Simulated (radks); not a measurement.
Initial-state core-level shifts of the iodine ion I+ when its valence configuration changes from [Kr] 4d10 5s2 5p4. Method: scalar-relativistic Kohn-Sham, PBEsol, spin-polarised, spherical densities, finite nucleus; open shells are filled with parallel spins first (spin-orbit coupling, left out, can overturn this in heavy ions); Fermi nuclear charge, rms radius 4.75 fm; computed with a radial shooting solver on a logarithmic mesh with Libxc functionals. Shifts are changes of the shell-averaged eigenvalues in eV (positive: less bound); the change of the density at the nucleus, which sets a Mossbauer isomer shift, is in e/bohr^3, on a base of 2.566e+05.

valence                2s       3s       3p       4p  density at nucleus
4d10 5s1 5p5       -1.420   -1.442   -1.441   -1.402              -75.53
4d10 5s1.5 5p4.5   -0.712   -0.723   -0.723   -0.704              -37.62
4d9 5s1.5 5p5.5   -10.897  -10.344  -10.346   -8.287              -13.43
4d9.5 5s1.5 5p5    -5.778   -5.518   -5.518   -4.508              -25.67
4d9 5s2 5p5       -10.216   -9.653   -9.654   -7.622              +27.15
4d8.5 5s2 5p5.5   -15.406  -14.529  -14.532  -11.396              +41.19
4d8.5 5s1.5 5p6   -16.074  -15.207  -15.209  -12.044               -0.92
4d9.5 5s2 5p4.5    -5.081   -4.811   -4.811   -3.824              +13.41
4d8 5s2 5p6       -20.654  -19.442  -19.446  -15.148              +55.50
